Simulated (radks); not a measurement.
The numbers below are computed, except where a source is named.
Coulomb parameter of the 4f shell of the erbium ion Er3+ in the model configuration [Xe] 4f10 6s1, as a second difference U = [E(n + 0.25) + E(n - 0.25) - 2 E(n)] / (0.25)^2 with all orbitals relaxed. "Bare": the charge of the atom changes with n. "Screened": the 6s shell takes up the change at fixed total charge, which measures U(4f,4f) + U(6s,6s) - 2 U(4f,6s). Code: a radial shooting solver on a logarithmic mesh with Libxc functionals. Model: Dirac Kohn-Sham, LDA (Slater exchange, Perdew-Wang correlation), spin-unpolarised, spherical densities, point nucleus; open shells are shared between the two j in proportion to 2j + 1.

case,configuration,E - E(n) (eV)
start,[Xe] 4f10 6s1,0.000
bare +0.25,[Xe] 4f10.25 6s1,-10.958
bare -0.25,[Xe] 4f9.75 6s1,12.270
screened +0.25,[Xe] 4f10.25 6s0.75,-4.710
screened -0.25,[Xe] 4f9.75 6s1.25,5.266

U(bare) = 20.984 eV, U(screened by 6s) = 8.890 eV.
